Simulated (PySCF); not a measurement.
Si(Me)(SH) (CH4SSi), SMILES C[Si]S (connectivity only; charge and spin as stated), neutral, multiplicity 1.

Geometry optimised at ωB97X-D3(BJ)/def2-TZVP. Other conformers were not sampled.

Vertical ionisation energy (IE) and electron affinity (EA) in eV. Rows of orbital energies are one-electron estimates. Where ΔSCF, EOM or ADC give a negative EA the extra electron is unbound and the value depends on the basis.

```json
[
 {"level": "−ε(HOMO), −ε(LUMO), CAM-B3LYP/def2-TZVPD (PySCF)", "IE": "7.74", "EA": "1.04"},
 {"level": "ADC(2)/aug-cc-pVDZ (PySCF)", "IE": "___", "EA": "___"}
]
```

Question: Complete the blanks. (An estimate is asked for; the answer gives what the named calculation found.)

Answer: 
- ADC(2)/aug-cc-pVDZ (PySCF), IE: 8.27
- ADC(2)/aug-cc-pVDZ (PySCF), EA: 0.37

Question: Beyond the first one, list the lowest photoelectron lines from ADC(2)/aug-cc-pVDZ (PySCF) with their pole strengths (two spins summed). (Estimate from the structure and the level; the computed values follow.)

Answer: 9.86 eV (1.78), 10.94 eV (1.77), 12.73 eV (1.76), 13.82 eV (1.77), 14.11 eV (1.76).
